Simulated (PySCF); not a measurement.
Magnetic susceptibility: `Fc1conc1OC1CC1`, C₆H₆FNO₂

Molfile (atoms numbered from 1):
```
C6H6FNO2
     RDKit          3D

 16 17  0  0  0  0  0  0  0  0999 V2000
    1.2142    1.6345    0.0200 F   0  0  0  0  0  0  0  0  0  0  0  0
    1.6957    0.3871    0.0580 C   0  0  0  0  0  0  0  0  0  0  0  0
    2.9561   -0.0164   -0.2594 C   0  0  0  0  0  0  0  0  0  0  0  0
    3.0389   -1.3355   -0.0875 O   0  0  0  0  0  0  0  0  0  0  0  0
    1.8491   -1.8219    0.3407 N   0  0  0  0  0  0  0  0  0  0  0  0
    1.0156   -0.8154    0.4416 C   0  0  0  0  0  0  0  0  0  0  0  0
   -0.2332   -1.0026    0.8556 O   0  0  0  0  0  0  0  0  0  0  0  0
   -1.0686    0.1306    0.8776 C   0  0  0  0  0  0  0  0  0  0  0  0
   -2.5185   -0.1216    0.6251 C   0  0  0  0  0  0  0  0  0  0  0  0
   -1.6942    0.5928   -0.4043 C   0  0  0  0  0  0  0  0  0  0  0  0
    3.8256    0.5090   -0.5981 H   0  0  0  0  0  0  0  0  0  0  0  0
   -0.7756    0.8681    1.6180 H   0  0  0  0  0  0  0  0  0  0  0  0
   -2.8046   -1.1404    0.4192 H   0  0  0  0  0  0  0  0  0  0  0  0
   -3.2387    0.4368    1.2011 H   0  0  0  0  0  0  0  0  0  0  0  0
   -1.8318    1.6527   -0.5494 H   0  0  0  0  0  0  0  0  0  0  0  0
   -1.4377    0.0512   -1.3022 H   0  0  0  0  0  0  0  0  0  0  0  0
  1  2  1  0
  2  3  2  0
  3  4  1  0
  4  5  1  0
  5  6  2  0
  6  7  1  0
  7  8  1  0
  8  9  1  0
  9 10  1  0
  6  2  1  0
 10  8  1  0
  3 11  1  0
  8 12  1  0
  9 13  1  0
  9 14  1  0
 10 15  1  0
 10 16  1  0
M  END
```

Method: GIAO B97-2/pcSseg-1 magnetisability, rotational g tensor and spin-rotation constants, non-relativistic, gas phase in PySCF 2.14.0. Geometry: GFN2-xTB.

Question: How diamagnetic is it, and how anisotropic?

Answer: Isotropic -1336 × 10⁻³⁰ J/T², or -80.5 × 10⁻⁶ cm³/mol; principal values -1591, -1332, -1086 × 10⁻³⁰ J/T², anisotropy 438 × 10⁻³⁰ J/T² (root of half the summed squared differences of the principal values). The susceptibility is in cgs units.

Question: Split it along the inertial axes a, b, c into diamagnetic and paramagnetic parts about the centre of mass, with the quadrupole moment.

Answer: 
| axis | χ (10⁻⁶ cm³/mol) | diamagnetic (10⁻⁶ cm³/mol) | paramagnetic (10⁻⁶ cm³/mol) | summed x² of all electrons (Å²) | quadrupole Θ (D Å) |
| --- | --- | --- | --- | --- | --- |
| a | -70.7 | -483.8 | 413.1 | 284.0 | +8.88 |
| b | -75.1 | -1308.5 | 1233.3 | 89.6 | -8.99 |
| c | -95.5 | -1584.7 | 1489.2 | 24.5 | +0.11 |

Anisotropies 2χaa − χbb − χcc = +29.2 and 2χbb − χaa − χcc = +16.0 × 10⁻⁶ cm³/mol. Θ is traceless in Buckingham's convention.

Question: And the rotational g tensor?

Answer: 
```
axis  rotational constant (GHz)        g  nuclear part  electronic part
   a                     2.9757  -0.0469        0.5305          -0.5775
   b                     0.9766  -0.0086        0.5573          -0.5658
   c                     0.7801  -0.0013        0.5445          -0.5458
```
Asymmetric top; isotopes 12C, 19F, 1H, 14N, 16O; no vibrational averaging.
